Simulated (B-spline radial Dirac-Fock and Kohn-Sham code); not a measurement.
Z = 76 (osmium), transition energy 100 keV. The computed values come from a B-spline atomic structure program: a Dirac-Hartree-Slater potential of the neutral atom with a Latter tail (no hole, which puts coefficients of high multipoles low close above an edge), finite nucleus with surface currents. Subshells that would emit electrons below 1 keV are left out.

Problem. A pure transition shows α(K) = 0.317, L1/L2 = 2.98 and L1/L3 = 2.77. What is its multipolarity?
A. E1
B. M2
C. M4
D. M1
E. E2
F. M3
G. E4
H. E3

Solution. A. For comparison, α(K), L1/L2, L1/L3 are E2 0.789, 0.0682, 0.0786; E3 1.45, 0.0276, 0.0361; E4 2.59, 0.0301, 0.0419; M1 4.69, 10.1, 94.1; M2 33.9, 8.40, 4.32; M3 106, 6.18, 0.774; M4 260, 4.81, 0.320.
